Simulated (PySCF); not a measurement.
Be(NH2)(SMe) (CH5BeNS), SMILES [Be]([NH2])[S]C.

Geometry: PBE0-D3(BJ)/def2-SVP. The values are those of a single conformer.

Calculation: PySCF with C-PCM-B3LYP/def2-SVP.

The values are the electrostatic part of the solvation free energy, E(continuum) − E(gas) at the gas-phase geometry, in a cavity of scaled van der Waals radii (PySCF's table); cavitation and dispersion terms are not included. A continuum can't describe solvent molecules that bind to the metal. In vacuum the orbital gap is 6.49 eV. The dipole moment in vacuum is 2.20 D.

| solvent | ε | ΔG(elec) (kcal/mol) | dipole (D) | gap (eV) |
|---|---|---|---|---|
| water | 78.36 | -5.7 | 2.87 | 6.75 |
| acetonitrile | 35.69 | -5.6 | 2.86 | 6.75 |
| n-hexane | 1.88 | -2.5 | 2.48 | 6.62 |
